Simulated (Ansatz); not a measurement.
```yaml
atoms:
  - { symbol: C, position_ang: [0.0000, 0.0000, -0.4772] }
  - { symbol: C, position_ang: [0.0000, 1.3283, 0.2117] }
  - { symbol: C, position_ang: [0.0000, -1.3283, 0.2117] }
  - { symbol: H, position_ang: [0.0000, 0.0000, -1.6620] }
  - { symbol: H, position_ang: [0.0000, 2.3372, -0.3986] }
  - { symbol: H, position_ang: [0.0000, 1.4024, 1.3909] }
  - { symbol: H, position_ang: [0.0000, -2.3372, -0.3986] }
  - { symbol: H, position_ang: [0.0000, -1.4024, 1.3909] }
```

Basis set: def2-TZVP (spherical functions). Correlated methods keep 3 orbitals frozen. Charge 0, multiplicity 2.

Computed with Ansatz (development build ahead of 0.2.0); each method stands on the lowest determinant of its kind that the runs found.

**Question.** Give the atomization energy at this shape (free ground-state atoms in the same class of orbitals less the molecule, no zero-point energy) of doublet C₃H₅ by UHF-MP2, UHF.

**Answer.**

| method | atomization energy |
| --- | --- |
| UHF-MP2 | 2959.0 kJ/mol |
| UHF | 2322.8 kJ/mol |

Caution: the shape is not the minimum; the unrestricted determinant is spin contaminated.
